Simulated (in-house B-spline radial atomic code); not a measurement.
What moves the levels of In ([Kr] 4d10 5s2 5p1)? Computed with an all-electron radial atomic-structure program (B-spline basis): Dirac-Hartree-Fock, average of configuration, Fermi nucleus of rms radius 4.6156 fm.

Baseline run (computed): total energy -5880.4322 hartree, 1s1/2 at -1032.77 hartree, 5p3/2 at -5.2136 eV with <r> = 3.807 bohr.

Scaling the speed of light c (a factor of 100 is close to the non-relativistic limit):

```tsv
c/c0	ΔE (hartree)	5p3/2 level (eV)	5p3/2 <r> (bohr)
0.9	-35.673	-5.17411	3.815
0.98	-6.1878	-5.20673	3.808
1.02	5.7958	-5.21999	3.805
1.5	80.155	-5.30218	3.79
100	140.31	-5.36833	3.778
```

Changing the nucleus:

```
                                          nucleus  ΔE (eV)
         Gaussian nucleus of rms radius 4.6156 fm  -0.0123
uniform spherical nucleus of rms radius 4.6156 fm  0.00466
           Gaussian nucleus of rms radius 0.01 fm    -3.86
            Fermi nucleus of rms radius 4.5233 fm   -0.143
            Fermi nucleus of rms radius 4.7079 fm    0.145
```

A larger nucleus binds the electrons less, roughly as the density at the nucleus times the change of the nuclear <r²>. At equal rms radius the shape enters only through higher moments. A radius of 0.01 fm is nearly a point.

Q: The nuclear charge is raised by 0.1. What does the Hellmann-Feynman theorem predict for the energy, and what is found?

A: dE/dZ ≈ -Σ<1/r>, which is -291.313 at the start and -292.145 at the end; their mean times 0.1 is -29.173 hartree, and the two runs differ by -29.173 hartree.
